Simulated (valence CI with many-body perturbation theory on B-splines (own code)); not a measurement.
The numbers below are computed, except where a source is named.
# Ladder of approximations for Hg⁵⁷⁺

Method: valence CI with perturbative core correlation (CI+MBPT): five valence electrons over a frozen Dirac-Fock core [Ar], radial functions for each j: 7 s, 7 p, 8 d, 6 f, 4 g, 1 h, with the one-electron correlation potential Σ1 (screened to all orders), the two-electron term Σ2, the three-electron term Σ3, Breit, model QED; selected single and double excitations, second order for the rest (own B-spline code, finite nucleus).

The last digits are not significant, and no measured levels were compared; by estimate large intervals hold to a few tenths of a per cent, small ones and those within an open d or f shell to about a per cent. The list stops below the first excitations out of the core. Only levels of the ground parity were solved; by the run's estimate the other parity begins above the list, which can be wrong where configurations are misplaced.

Each rung adds one term. CI alone is the Dirac-Coulomb CI over the frozen core; QED comes last and gives the full result, which names the levels. Energies are above (3d3/2^4 3d5/2) J=5/2 on the same rung, in cm⁻¹.

Levels are named by their leading jj configuration (3d3/2^4 stands for four electrons in 3d with j = 3/2), which in mixed levels can hold well under half, so a name can repeat and another be missing. Letters in brackets count levels of one name in rising energy.

```
                      Level  CI alone     + Σ1     + Σ2     + Σ3  + Breit     Full
(3d3/2^3 3d5/2^2) J=5/2 [a]    722195   724802   731625   733369   716464   718659
(3d3/2^3 3d5/2^2) J=7/2 [a]    832484   835111   840079   841301   816780   818954
   (3d3/2^3 3d5/2^2) J=11/2    854872   857509   865957   865760   825329   827506
(3d3/2^3 3d5/2^2) J=3/2 [a]    844942   847582   850425   850849   836056   838234
    (3d3/2^3 3d5/2^2) J=9/2    901519   904191   909216   909997   878803   880995
(3d3/2^3 3d5/2^2) J=5/2 [b]    934010   936712   937797   939565   915358   917565
(3d3/2^3 3d5/2^2) J=7/2 [b]    974009   976707   978174   978091   953145   955332
    (3d3/2^3 3d5/2^2) J=1/2    969162   971938   971405   972797   955285   957544
(3d3/2^3 3d5/2^2) J=3/2 [b]   1129290  1132140  1129580  1130660  1117030  1119300
(3d3/2^2 3d5/2^3) J=5/2 [a]   1538420  1543620  1554160  1556010  1522790  1527130
(3d3/2^2 3d5/2^3) J=7/2 [a]   1627450  1632710  1641980  1643710  1601830  1606200
   (3d3/2^2 3d5/2^3) J=11/2   1639850  1645120  1658470  1659080  1602140  1606510
(3d3/2^2 3d5/2^3) J=9/2 [a]   1654900  1660160  1670460  1671700  1621090  1625460
   (3d3/2^2 3d5/2^3) J=13/2   1695740  1701030  1715540  1715320  1644760  1649130
(3d3/2^2 3d5/2^3) J=1/2 [a]   1688980  1694280  1699710  1701740  1670590  1674970
(3d3/2^2 3d5/2^3) J=3/2 [a]   1700020  1705320  1711970  1712930  1680430  1684800
(3d3/2^2 3d5/2^3) J=5/2 [b]   1715660  1720950  1726990  1728450  1687970  1692340
(3d3/2^2 3d5/2^3) J=9/2 [b]   1766900  1772210  1781220  1781470  1733780  1738160
(3d3/2^2 3d5/2^3) J=7/2 [b]   1793760  1799090  1804240  1805340  1755250  1759620
(3d3/2^2 3d5/2^3) J=3/2 [b]   1811270  1816570  1818380  1818790  1777320  1781660
(3d3/2^2 3d5/2^3) J=5/2 [c]   1800310  1805640  1810370  1811770  1777910  1782290
(3d3/2^2 3d5/2^3) J=7/2 [c]   1868740  1874100  1878260  1879200  1834830  1839210
(3d3/2^2 3d5/2^3) J=1/2 [b]   1862300  1867650  1868490  1870080  1836610  1840980
(3d3/2^2 3d5/2^3) J=9/2 [c]   1950630  1956030  1959950  1961000  1914120  1918510
(3d3/2^2 3d5/2^3) J=3/2 [c]   2080870  2086300  2082240  2084710  2052760  2057130
(3d3/2^2 3d5/2^3) J=5/2 [d]   2118700  2124200  2121450  2123360  2090910  2095330
```

(1) How does the ionisation energy move along the ladder, and which term matters most?

## Answers

(1) CI alone 5769.4, + Σ1 5771.6, + Σ2 5782.8, + Σ3 5783.0, + Breit 5780.2, + QED 5780.3 eV. The largest step is Σ2, 11.1 eV. NIST lists 5780 ± 6 eV (theoretical).
